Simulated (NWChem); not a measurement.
The numbers come from NWChem runs, not from measurements. System: H$_{4}$PbSi, charge 0, spin multiplicity 1, at a geometry optimised with PBE0/def2-SVP with def2 effective core potentials on Pb. The structure started from a generated list of species. Level: G0W0@PBE0/def2-TZVPD with def2 effective core potentials on Pb, RI basis def2-tzvpd-rifit, no spin-orbit coupling.

Input file:

```
start mol
memory heap 200 mb stack 700 mb global 1700 mb
geometry units angstroms nocenter noautoz
  Pb     0.325675    -0.358085     0.000000
  H     -1.156044    -1.472615     0.000000
  Si    -1.436658     1.741037     0.000000
  H     -2.327049     1.685159     1.207998
  H     -2.327049     1.685159    -1.207998
  H     -0.781979     3.090767     0.000000
  symmetry group Cs
end
basis spherical
  * library def2-tzvpd
end
ecp
  Pb library def2-ecp
end
basis "ri basis" bse spherical
  * library def2-tzvpd-rifit
end
dft
  xc pbe0
  iterations 100
  direct
  tolerances tight
end
task dft energy
gw
  states alpha occ 4 vir 2
end
task dft gw
```

NWChem printed:

```
             Northwest Computational Chemistry Package (NWChem) 7.3.0
             --------------------------------------------------------

                                NWChem Input Module
                                -------------------

 Scaling coordinates for geometry "geometry" by  1.889725989
 (inverse scale =  0.529177249)

 Turning off AUTOSYM since
 SYMMETRY directive was detected!

                             Geometry "geometry" -> ""
                             -------------------------

 Output coordinates in angstroms (scale by  1.889725989 to convert to a.u.)

  No.       Tag          Charge          X              Y              Z
 ---- ---------------- ---------- -------------- -------------- --------------
    1 Pb                  82.0000     0.32567500    -0.35808500     0.00000000
    2 H                    1.0000    -1.15604400    -1.47261500     0.00000000
    3 Si                  14.0000    -1.43665800     1.74103700     0.00000000
    4 H                    1.0000    -2.32704900     1.68515900     1.20799800
    5 H                    1.0000    -2.32704900     1.68515900    -1.20799800
    6 H                    1.0000    -0.78197900     3.09076700     0.00000000

 Effective nuclear repulsion energy (a.u.)     299.5805940293

            Nuclear Dipole moment (a.u.)
            ----------------------------
        X                 Y               Z
 ---------------- ---------------- ----------------
     0.0000321253     0.0000340151     0.0000000000

      Symmetry information
      --------------------

 Group name             Cs
 Group number              2
 Group order               2
 No. of unique centers     5

      Symmetry unique atoms

     1    2    3    4    6


 Summary of "ao basis" -> "" (spherical)
 ------------------------------------------------------------------------------
       Tag                 Description            Shells   Functions and Types
 ---------------- ------------------------------  ------  ---------------------
 *                         def2-tzvpd                 on all atoms

 Summary of "ri basis" -> "" (spherical)
 ------------------------------------------------------------------------------
       Tag                 Description            Shells   Functions and Types
 ---------------- ------------------------------  ------  ---------------------
 *                      def2-tzvpd-rifit              on all atoms

                                 NWChem DFT Module
                                 -----------------

 Summary of "ao basis" -> "ao basis" (spherical)
 ------------------------------------------------------------------------------
       Tag                 Description            Shells   Functions and Types
 ---------------- ------------------------------  ------  ---------------------
 Pb                        def2-tzvpd               18       56   7s5p4d2f
 H                         def2-tzvpd                5        9   3s2p
 Si                        def2-tzvpd               15       43   6s5p3d1f

 Summary of "ao basis" -> "ao basis" (spherical)
 ------------------------------------------------------------------------------
       Tag                 Description            Shells   Functions and Types
 ---------------- ------------------------------  ------  ---------------------
 Pb                        def2-tzvpd               18       56   7s5p4d2f
 H                         def2-tzvpd                5        9   3s2p
 Si                        def2-tzvpd               15       43   6s5p3d1f

      Symmetry analysis of basis
      --------------------------

        a'         89
        a"         46

            General Information
            -------------------
          SCF calculation type: DFT
          Wavefunction type:  closed shell.
          No. of atoms     :     6
          No. of electrons :    40
           Alpha electrons :    20
            Beta electrons :    20
          Charge           :     0
          Spin multiplicity:     1
          Use of symmetry is: on ; symmetry adaption is: on
          Maximum number of iterations: 100
          This is a Direct SCF calculation.
          AO basis - number of functions:   135
                     number of shells:    53
          Convergence on energy requested:  1.00D-06
          Convergence on density requested:  1.00D-05
          Convergence on gradient requested:  5.00D-04

              XC Information
              --------------
                         PBE0 Method XC Functional
                     Hartree-Fock (Exact) Exchange  0.250
          PerdewBurkeErnzerhof Exchange Functional  0.750
            Perdew 1991 LDA Correlation Functional  1.000 local
           PerdewBurkeErnz. Correlation Functional  1.000 non-local

             Grid Information
             ----------------
          Grid used for XC integration:  medium
          Radial quadrature: Mura-Knowles
          Angular quadrature: Lebedev.
          Tag              B.-S. Rad. Rad. Pts. Rad. Cut. Ang. Pts.
          ---              ---------- --------- --------- ---------
          Pb                  1.80      123          13.0       590
          H                   0.35       45          13.0       434
          Si                  1.10       88          13.0       590
          Grid pruning is: on
          Number of quadrature shells:   346
          Spatial weights used:  Erf1

          Convergence Information
          -----------------------
          Convergence aids based upon iterative change in
          total energy or number of iterations.
[...]
      ------------------------------

 Total energy =    -482.834040
 1-e energy   =    -924.928436
 2-e energy   =     348.423408
 HOMO         =      -0.214509
 LUMO         =      -0.082161

      Symmetry analysis of molecular orbitals - initial
      -------------------------------------------------

  Numbering of irreducible representations:

     1 a'          2 a"

  Orbital symmetries:

     1 a'          2 a'          3 a'          4 a'          5 a"
     6 a'          7 a'          8 a'          9 a"         10 a'
    11 a'         12 a'         13 a"         14 a"         15 a'
    16 a'         17 a'         18 a"         19 a'         20 a'
    21 a"         22 a'         23 a'         24 a'         25 a"
    26 a'         27 a'         28 a"         29 a'         30 a'

   convergence    iter        energy       DeltaE   RMS-Dens  Diis-err    time
 ---------------- ----- ----------------- --------- --------- ---------  ------
 d= 0,ls=0.0,diis     1   -484.5902611228 -5.78D+02  7.14D-03  3.26D-01     2.8
 d= 0,ls=0.0,diis     2   -484.6111948412 -2.09D-02  2.78D-03  3.27D-02     4.7
 d= 0,ls=0.0,diis     3   -484.6138522127 -2.66D-03  1.11D-03  2.56D-02     6.6
 d= 0,ls=0.0,diis     4   -484.6172669812 -3.41D-03  1.58D-04  4.53D-04     8.5
 d= 0,ls=0.0,diis     5   -484.6173166366 -4.97D-05  3.82D-05  3.12D-05    10.4
 d= 0,ls=0.0,diis     6   -484.6173197006 -3.06D-06  7.63D-06  1.01D-06    12.3
 d= 0,ls=0.0,diis     7   -484.6173198365 -1.36D-07  1.62D-06  4.79D-08    14.2

         Total DFT energy =     -484.617319836546
      One electron energy =     -926.722536523795
           Coulomb energy =      386.699445841441
    Exchange-Corr. energy =      -38.265217411384
 Nuclear repulsion energy =       93.670988257192

 Numeric. integr. density =       39.999993929826

     Total iterative time =     13.4s

                  Occupations of the irreducible representations
                  ----------------------------------------------

                     irrep           alpha         beta
                     --------     --------     --------
                     a'               15.0         15.0
                     a"                5.0          5.0

                       DFT Final Molecular Orbital Analysis
                       ------------------------------------

 Vector   18  Occ=2.000000D+00  E=-3.457513D-01  Symmetry=a'
              MO Center= -1.3D+00,  2.2D+00,  3.9D-13, r^2= 2.4D+00
   Bfn.  Coefficient  Atom+Function         Bfn.  Coefficient  Atom+Function
  ----- ------------  ---------------      ----- ------------  ---------------
   128      0.256405  6 H  s                 81      0.232654  3 Si px
    82      0.197413  3 Si py               127      0.155351  6 H  s
   129      0.151880  6 H  s                110     -0.132572  4 H  s
   119     -0.132572  5 H  s                 72     -0.094891  3 Si px
    78      0.088810  3 Si px               111     -0.082757  4 H  s

 Vector   19  Occ=2.000000D+00  E=-2.744085D-01  Symmetry=a'
              MO Center= -4.5D-01, -5.0D-01,  5.7D-16, r^2= 3.6D+00
   Bfn.  Coefficient  Atom+Function         Bfn.  Coefficient  Atom+Function
  ----- ------------  ---------------      ----- ------------  ---------------
    58      0.283340  2 H  s                 12      0.235539  1 Pb py
    18     -0.235833  1 Pb py                59      0.224282  2 H  s
     5     -0.189558  1 Pb s                 15     -0.182510  1 Pb py
    11      0.174186  1 Pb px                17     -0.170143  1 Pb px
     6     -0.167236  1 Pb s                 57      0.154560  2 H  s

 Vector   20  Occ=2.000000D+00  E=-2.351712D-01  Symmetry=a'
              MO Center= -3.2D-01,  3.8D-01,  2.3D-15, r^2= 4.5D+00
   Bfn.  Coefficient  Atom+Function         Bfn.  Coefficient  Atom+Function
  ----- ------------  ---------------      ----- ------------  ---------------
    70     -0.289149  3 Si s                 17      0.285071  1 Pb px
    11     -0.255714  1 Pb px                 5      0.252883  1 Pb s
    82      0.226886  3 Si py                81     -0.217009  3 Si px
     6      0.206858  1 Pb s                 14      0.195673  1 Pb px
     3     -0.192685  1 Pb s                 18     -0.187233  1 Pb py

 Vector   21  Occ=0.000000D+00  E=-1.130221D-01  Symmetry=a"
              MO Center=  2.2D-01, -2.5D-01, -2.5D-14, r^2= 4.0D+00
   Bfn.  Coefficient  Atom+Function         Bfn.  Coefficient  Atom+Function
  ----- ------------  ---------------      ----- ------------  ---------------
    19      0.499815  1 Pb pz                13     -0.395104  1 Pb pz
    22      0.330443  1 Pb pz                16      0.308197  1 Pb pz
    10      0.082323  1 Pb pz                95     -0.052480  3 Si d  1
   110     -0.052156  4 H  s                119      0.052156  5 H  s
    90     -0.033146  3 Si d  1              93     -0.029454  3 Si d -1

 Vector   22  Occ=0.000000D+00  E=-1.106063D-02  Symmetry=a'
              MO Center=  7.6D-02, -2.1D-01, -8.1D-13, r^2= 1.2D+01
   Bfn.  Coefficient  Atom+Function         Bfn.  Coefficient  Atom+Function
  ----- ------------  ---------------      ----- ------------  ---------------
    71     -1.597688  3 Si s                  7      1.564547  1 Pb s
    70      1.262792  3 Si s                 85      0.365011  3 Si py
   129     -0.332586  6 H  s                 38     -0.320470  1 Pb d -2
   111     -0.298129  4 H  s                120     -0.298129  5 H  s
     6     -0.294140  1 Pb s                  5     -0.291912  1 Pb s

 Vector   23  Occ=0.000000D+00  E=-5.960338D-03  Symmetry=a'
              MO Center=  2.5D-01,  3.8D-01,  5.6D-13, r^2= 9.5D+00
   Bfn.  Coefficient  Atom+Function         Bfn.  Coefficient  Atom+Function
  ----- ------------  ---------------      ----- ------------  ---------------
     7      1.106786  1 Pb s                  6     -0.444672  1 Pb s
    85      0.371366  3 Si py                21      0.359660  1 Pb py
   129     -0.350713  6 H  s                 70      0.315081  3 Si s
    18      0.271732  1 Pb py                 5     -0.248412  1 Pb s
   111     -0.237588  4 H  s                120     -0.237588  5 H  s

 center of mass
 --------------
 x =   0.16454093 y =  -0.16328994 z =   0.00000000

 moments of inertia (a.u.)
 ------------------
         464.803764287358         360.859094738475           0.000000000000
         360.859094738475         334.976669701766           0.000000000000
           0.000000000000           0.000000000000         778.772892951412

     Multipole analysis of the density
     ---------------------------------

     L   x y z        total         alpha         beta         nuclear
     -   - - -        -----         -----         ----         -------
     0   0 0 0      0.000000    -20.000000    -20.000000     40.000000

     1   1 0 0      0.719319     18.822739     18.822739    -36.926159
     1   0 1 0     -0.260432    -20.430709    -20.430709     40.600986
     1   0 0 1     -0.000000     -0.000000     -0.000000      0.000000

     2   2 0 0    -36.542652    -96.848065    -96.848065    157.153479
     2   1 1 0      0.701861     82.736945     82.736945   -164.772028
     2   1 0 1     -0.000000     -0.000000     -0.000000      0.000000
     2   0 2 0    -36.946187   -130.352471   -130.352471    223.758755
     2   0 1 1     -0.000000     -0.000000     -0.000000      0.000000
     2   0 0 2    -30.482177    -20.452197    -20.452197     10.422217

 Task  times  cpu:       14.3s     wall:       14.3s

                                NWChem Input Module
                                -------------------

                                 NWChem GW Module
                                 ----------------

                             ***********************
                             ***        GW       ***
                             ***********************

 Summary of "ri basis" -> "ri basis" (spherical)
 ------------------------------------------------------------------------------
       Tag                 Description            Shells   Functions and Types
 ---------------- ------------------------------  ------  ---------------------
 Pb                     def2-tzvpd-rifit            42      200   10s9p9d7f4g3h
 H                      def2-tzvpd-rifit            10       24   5s3p2d
 Si                     def2-tzvpd-rifit            33      129   10s8p7d6f2g

                 Memory Information
                 ------------------
          Available GA per process is          1699.9 MBs
          Available stack per process is        700.0 MBs
          Available heap per process is           0.0 MBs

          Peak memory in Initialization
              Peak GA per process is                 11.1 MBs
              Peak stack per process is               0.2 MBs
              Peak heap per process is               11.7 MBs
              Memory not in MA per process            0.0 MBs

          Peak memory in AFF Calculation
              Peak GA per process is                 57.3 MBs
              Peak stack per process is              40.4 MBs
              Peak heap per process is                0.0 MBs
              Memory not in MA per process           40.4 MBs

          Computing 2-center integrals
          Computing Inverse Cholesky factor
          Computing 3-center integrals
          Computing V_xc ...

          Computing Sigma_x
          Computing RPA polarizability
          Solving quasiparticle equations

                  Alpha Orbitals
          State     Energy (eV)     Error (eV)
          -----------------------------------
@GW        17        -11.408           0.004
@GW        18        -11.412           0.004
@GW        19         -9.285           0.004
@GW        20         -8.080           0.004
@GW        21         -1.242           0.004
@GW        22          1.092           0.004

   Applying  -1.6802 eV scissor-shift to rest of particle states

   Applying   1.8330 eV scissor-shift to rest of hole states

     GW Timing Statistics
   ------------------------
   Init.   :          0.1s
     ERIs  :          1.2s
     Distr.:          0.0s
     Vxc   :          1.8s
   Sigma_x :          0.0s
   RPA     :          2.0s
   Wmn     :          0.0s
   Sigma_c :          0.0s
   GW total:          5.2s

 Task  times  cpu:        5.2s     wall:        5.2s

 Total times  cpu:       19.5s     wall:       19.5s
```
